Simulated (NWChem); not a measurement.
Species: InHBrCl; SMILES [Cl][InH][Br]

All runs: NWChem. Medium grid unless said otherwise, to which SCAN and Minnesota functionals are sensitive. All runs use the structure optimised with PBE0/def2-SVP. def2 effective core potentials on In; no spin-orbit coupling. Hybrids' shares of exact exchange are those that their runs print; pure functionals count as 0. The functionals differ in more than this share.

| row | share of exact exchange | highest occupied level (eV) |
|---|---|---|
| PBE/def2-SVP | 0.00 | -7.02 |
| BLYP/def2-SVP | 0.00 | -6.78 |
| B3LYP/def2-SVP | 0.20 | withheld |
| r2SCAN0/def2-SVP | 0.25 | -8.57 |
| M06/def2-SVP | 0.27 | -8.34 |

Question: Fit a straight line of the last column on the one before it, predict the withheld value, and compare with the run.

Answer: 
1. Means of the 4 shown rows: x = 0.130, y = -7.678. Slope Σ(x − x̄)(y − ȳ)/Σ(x − x̄)² = -0.4020/0.06780 = -5.929; intercept -6.907.
2. The shown rows scatter about the line by 0.150 (root mean square); the largest residual is -0.18, at r2SCAN0/def2-SVP.
3. At x = 0.20 (B3LYP/def2-SVP; inside the shown range) the line gives -8.09.
4. The run gives -8.00, +0.09 from the line, 0.6 times the scatter.
